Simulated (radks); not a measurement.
Question: The beryllium ion Be2+, [He]. Calculated with a radial shooting solver on a logarithmic mesh with Libxc functionals: non-relativistic Kohn-Sham, r2SCAN, spin-polarised, spherical densities, point nucleus; meta-GGA in the generalised Kohn-Sham scheme. Every spin shell is full or empty, so the densities are truly spherical. Functionals are evaluated on that one density, not self-consistently. Rank these exchange functionals by their error against the exact value of the orbitals, and give that value: LDA, PBEsol, revPBE, PW91, PW86, OPTX, SOGGA, B86b, G96, TPSS, revTPSS, SCAN, r2SCAN, MVS.

Answer: Exact: -2.27270 hartree. From best to worst, with 100 (|E| - |E exact|)/|E exact| (equal figures are ties): G96 -0.07, PW86 +0.17, revTPSS +0.18, revPBE -0.18, TPSS +0.21, r2SCAN +0.23, SCAN +0.23, MVS +0.25, OPTX -0.30, B86b -0.69, PW91 -1.34, PBEsol -6.00, SOGGA -6.22, LDA -14.03.
